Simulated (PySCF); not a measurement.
Computed XPS line lists of a few unrelated compounds.

Method used: PySCF 2.14.0, delta-SCF UKS SCAN, pcX-2 on the ionised atom, pcseg-1 elsewhere, spin-free X2C. Geometries: PBE0-D3(BJ)/def2-SVP; isolated species, one conformer each.

Line lists (1s up to Mg, 2p3/2 beyond, nothing for Ge; areas count atoms within a level, one atom standing for each set equivalent by bonding):
1. C 1s: 291.76 eV; O 1s: 538.38 eV; Si 2p3/2: 106.61 (area 1), 106.94 (area 1) eV; Cl 2p3/2: 206.00 eV
2. C 1s: 289.94 (area 2), 290.58 (area 2), 292.12 (area 2) eV; O 1s: 537.41 eV; Si 2p3/2: 106.80 eV
3. C 1s: 284.10 (area 1), 285.15 (area 1), 285.61 (area 1), 287.24 (area 1) eV; O 1s: 530.64 (area 1), 533.39 (area 1) eV

Structures:
A. `O([Si](OCC)(C)C)CC`
B. `[O-]c1ccco1`
C. `O[Si@]([SiH3])([GeH3])CCl`

Match each list to its structure.

- 1 = C: no other candidate has this set of levels. C 1s: 291.76 sp3 C–Cl carbon; O 1s: 538.38 silanol oxygen; Si 2p3/2: 106.61 SiH3 silicon, 106.94 oxygen-bound silicon; Cl 2p3/2: 206.00 alkyl chlorine.
- 2 = A: no other candidate has this set of levels. C 1s: 289.94 Si-methyl carbon (×2), 290.58 methyl carbon (×2), 292.12 sp3 carbon bound to oxygen (×2); O 1s: 537.41 silyl ether oxygen (×2); Si 2p3/2: 106.80 oxygen-bound silicon.
- 3 = B: no other candidate has this set of levels. C 1s: 284.10 aromatic CH carbon, 285.15 aromatic CH carbon, 285.61 aromatic CH next to a ring oxygen, 287.24 aromatic carbon bearing oxygen; O 1s: 530.64 aryloxide oxygen, 533.39 furan-type oxygen.

Spin–orbit and ligand-field terms were added within each 2p shell after the spin-free SCF. 2 of these hole states are spin-contaminated (⟨S²⟩ up to 0.89, against 0.75; counted from 0.85) and less certain.
